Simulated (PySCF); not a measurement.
CH5F3Si2, SMILES C[Si@H](F)[SiH](F)F. Atoms are numbered in the order given.

```xyz
11

C     -2.2005     0.8833    -0.6839
Si    -0.9706    -0.5008    -0.3912
F     -1.5708    -1.5565     0.7251
Si     1.0432     0.3684     0.4607
F      1.4777     1.5741    -0.5628
F      2.2297    -0.7559     0.4148
H     -3.1462     0.4922    -1.1105
H     -2.4366     1.4206     0.2564
H     -1.7702     1.6135    -1.4006
H     -0.7023    -1.2665    -1.6575
H      1.0134     0.9387     1.8486
```

The structure is a stationary point at PBE-D3(BJ)/def2-SVP. The structure was generated by enumeration; whether it is a known compound was not checked. One conformer was computed; it need not be the lowest.

These are ωB97X/def2-TZVP (PySCF) values and carry that method's errors.

ESP charges are fitted to the potential on shells at 1.4 to 2.0 van der Waals radii. Atomic charges (e):

```json
[
 {"atom": "C1", "ESP fit": "-0.66", "Mulliken": "-0.51"},
 {"atom": "Si2", "ESP fit": "0.55", "Mulliken": "0.47"},
 {"atom": "F3", "ESP fit": "-0.29", "Mulliken": "-0.34"},
 {"atom": "Si4", "ESP fit": "0.49", "Mulliken": "0.66"},
 {"atom": "F5", "ESP fit": "-0.25", "Mulliken": "-0.33"},
 {"atom": "F6", "ESP fit": "-0.25", "Mulliken": "-0.32"},
 {"atom": "H7", "ESP fit": "0.21", "Mulliken": "0.15"},
 {"atom": "H8", "ESP fit": "0.18", "Mulliken": "0.14"},
 {"atom": "H9", "ESP fit": "0.17", "Mulliken": "0.15"},
 {"atom": "H10", "ESP fit": "-0.08", "Mulliken": "-0.03"},
 {"atom": "H11", "ESP fit": "-0.05", "Mulliken": "-0.04"}
]
```

Computed Mayer and Wiberg (Löwdin basis) orders of the bonds:
```tsv
bond	Mayer	Wiberg
C1–Si2	0.99	1.24
Si2–F3	1.04	1.64
Si2–Si4	0.91	1.01
Si4–F5	1.07	1.67
Si4–F6	1.08	1.69
C1–H7	0.95	0.90
C1–H8	0.95	0.90
C1–H9	0.94	0.89
Si2–H10	0.94	0.91
Si4–H11	0.93	0.94
```
